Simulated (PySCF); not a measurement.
# Reading the logs of faulty runs: BClGeO

All numbers below are calculated, not measured. They come from PySCF 2.14.0, an open-source quantum chemistry program, on an isolated molecule that a program drew, which may never have been made. The molecule is BClGeO (charge 0, singlet), drawn as the SMILES string `O=[B][Ge][Cl]`.

Each row is a Hartree-Fock (HF) and frozen-core CCSD(T) single point in the cc-pV(D+d)Z basis, meant for a local HF minimum. Run 1 is clean. Each other run has one planted mistake out of seven kinds, and not every kind appears here: one electron removed, one electron added, multiplicity raised by two, geometry at a saddle point, minimal basis STO-3G, one bond length entered in bohr, all coordinates scaled. The reference is restricted for singlets and unrestricted otherwise, and also for a bond in bohr. Adding or removing an electron swaps singlet and doublet. Electrons count all cores. HOMO and LUMO are orbital energies over both spins, the gradient is its largest component, and the lowest frequency (negative if imaginary) is given only where the gradient is small. Bond lengths are over the 3 bonds as drawn. T1 is the CCSD diagnostic: over 0.02 (restricted) or 0.045 (unrestricted) a single reference is doubtful. Germanium has the cc-pVDZ-PP basis, with a core potential (ECP10MDF) in place of its 10 inner electrons, and its 3s, 3p and 3d shells are frozen in CCSD(T).

Geometry of the clean run:
```xyz
4
BClGeO, angstrom
O    -0.7879   -0.1938   -0.7239
B    -0.1977    0.1845    0.2340
Ge    0.9804    0.7800    1.9404
Cl   -0.4826    2.2582    2.6533
```

```
run  electrons  basis functions  <S^2>  HOMO (eV)  LUMO (eV)  gradient (hartree/bohr)  lowest frequency (cm^-1)  mean bond (Å)  longest bond (Å)      T1  HF (hartree)  CCSD(T) (hartree)               mistake
  1         62               74  0.000     -10.43      -0.91                  1.4e-05                       107         1.8477             2.199  0.0204    -852.51363         -853.02153              no fault
  2         61               74  0.810     -18.45      -8.69                  4.1e-02                         -         1.8477             2.199  0.0348    -852.16207         -852.66148  one electron removed
  3         63               74  0.764      -2.19       6.34                  2.7e-02                         -         1.8477             2.199  0.0178    -852.57030         -853.07577    one electron added
  4         62               74  2.017      -8.99      -1.92                  3.1e-02                         -         1.8477             2.199  0.0254    -852.46407         -852.95546                     ?
  5         62               74  0.994      -8.80      -1.06                  6.8e-03                         -         2.4997             4.155  0.0244    -852.42052         -852.89554                     ?
```

**Which mistake was planted in run 4, and what did it cost?**

Electrons, basis and geometry are unchanged, and <S^2> is 2.017, beside S(S+1) = 2.00 for a multiplicity of 3. So the mistake is: multiplicity raised by two. Subtracting run 1 and multiplying by 627.51 kcal/mol a hartree, the energy moved by 31.1 kcal/mol in HF and 41.5 kcal/mol in CCSD(T).

**Which mistake was planted in run 5, and what did it cost?**

The mean bond changes by a factor of 1.353 and the longest by 1.889, so the molecule wasn't scaled as a whole. A length L in bohr read as angstrom grows by (1/0.5292 - 1) L = 0.890 L. The 3 bonds together grew by 3 x 0.6520 = 1.956 Å, which gives L = 2.198 Å. That is bond Ge3-Cl4, 2.199 Å in the clean geometry. So the mistake is: one bond length entered in bohr. Subtracting run 1 and multiplying by 627.51 kcal/mol a hartree, the energy moved by 58.4 kcal/mol in HF and 79.1 kcal/mol in CCSD(T).

Cautions from the logs. Run 1: T1 is over the limit, so its CCSD(T) energy is less reliable.
